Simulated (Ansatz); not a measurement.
FGeH₃OSi, SMILES `F[SiH]1[O][GeH2]1`, relaxed with RKS PBE0-D4/def2-TZVP in Ansatz from a PBE-D4/def2-SVP geometry. The force threshold is 0.005 eV/Å; the program also tests the step.

The species carries charge 0 and has multiplicity 1.

Start:

```xyz
7

F     1.994    0.958   -0.953
Si    0.432    0.905   -0.484
O    -0.491   -0.342   -1.087
Ge   -0.372   -0.793    0.815
H    -0.079    2.306   -0.592
H    -1.817   -0.863    1.377
H     0.332   -2.171    0.923
```

Problem. By how much does the energy fall, and how many steps does the optimiser take? (Best estimate.)

Solution. Computed: 8.13 kJ/mol, in 6 steps, 1 of them rejected.

Problem. Which bonds change most? (Best estimate.)

Solution. Computed: O3–Ge4 from 1.958 to 1.913 Å; F1–Si2 from 1.632 to 1.588 Å; Si2–O3 from 1.664 to 1.624 Å; Si2–Ge4 from 2.283 to 2.255 Å.

Problem. Give the relaxed structure. (An estimate is asked.)

Solution. Ansatz gave: 
```xyz
7

F     1.951    0.949   -0.944
Si    0.435    0.891   -0.477
O    -0.468   -0.327   -1.060
Ge   -0.369   -0.788    0.795
H    -0.080    2.271   -0.588
H    -1.796   -0.845    1.361
H     0.326   -2.151    0.913
```
